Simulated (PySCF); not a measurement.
Dipole moment and polarisability of `CBC/C=C\C`

Compound: C₅H₁₁B.
Cartesian coordinates in Å at the PBE0-D3(BJ)/def2-SVP level; atoms count from 1:
```xyz
17
C5H11B angstrom
C     -3.0042   -0.6273   -0.1003
B     -1.6390    0.0200    0.2975
C     -0.4477    0.1576   -0.7174
C      0.6073    1.1748   -0.4261
C      1.8160    0.9742    0.1153
C      2.4156   -0.3268    0.5384
H     -3.0237   -1.1272   -1.0805
H     -3.7295    0.2100   -0.1422
H     -3.3998   -1.3044    0.6734
H     -1.4845    0.4054    1.4396
H     -0.8301    0.2547   -1.7496
H     -0.0321   -0.8737   -0.6783
H      0.3358    2.2097   -0.6660
H      2.4434    1.8583    0.2789
H      1.7946   -1.1923    0.2667
H      3.4109   -0.4708    0.0863
H      2.5632   -0.3582    1.6315
```

Level: PBE0/def2-SVPD (PySCF), static field, nuclei fixed, core orbitals frozen in the response. The polarisability tensor in these axes (au):

```
x   99.53  2.94  7.43
y    2.94 68.77 -0.91
z    7.43 -0.91 67.72
```

**Question.** What are the eigenvalues, a third of the trace, and Δα (Δα² = ½Σ(αi − αj)² over the three pairs)?

**Answer.** Principal values 65.35, 69.28 and 101.40 au; mean 78.67 au = 11.66 Å³ = 12.97 × 10⁻⁴⁰ C²·m²/J; Δα = 34.26 au (44 % of the mean).

**Question.** What is the dipole moment, and where does it point?

**Answer.** (-0.31, -0.46, -0.35) D, 0.65 D in size, pointing from the negative to the positive side. Measured along this direction, the outermost atoms are H14 at the negative end and H7 at the positive end.

**Question.** Directions of the eigenvectors, and the extent of the frame along each?

**Answer.** Largest value along (0.97, 0.08, 0.21), where the nuclei span 6.95 Å; middle along (0.02, 0.90, -0.43), 3.82 Å; least along (-0.23, 0.43, 0.88), 3.00 Å. The response follows the extents in order.

**Question.** What depolarisation ratio follows for Rayleigh scattering of linearly polarised light, taking the static tensor?

**Answer.** ρ = 3Δα²/(45ᾱ² + 4Δα²) = 3520.3/(278524 + 4693.7) = 0.0124.

**Question.** Find the Langevin capture rate constant for H3+ (3.023 u) meeting this molecule (82.095 u), k = 2.342 × 10⁻⁹ cm³/s × √(α in Å³ / reduced mass in u).

**Answer.** The reduced mass is 2.92 u, so k = 4.68 × 10⁻⁹ cm³/s. The formula leaves out the permanent dipole, which adds to the capture rate.

**Question.** Refractivity n − 1 of an ideal gas of it at 500 K and 1 atm, from the electronic α?

**Answer.** N = p/kT = 1.4678 × 10¹⁹ cm⁻³, so n − 1 = 2π × N × 11.66 × 10⁻²⁴ cm³ = 1075 × 10⁻⁶ at long wavelengths, for an ideal gas.

The structure is a single PBE0-D3(BJ)/def2-SVP conformer in the gas phase; no vibrational or solvent corrections.
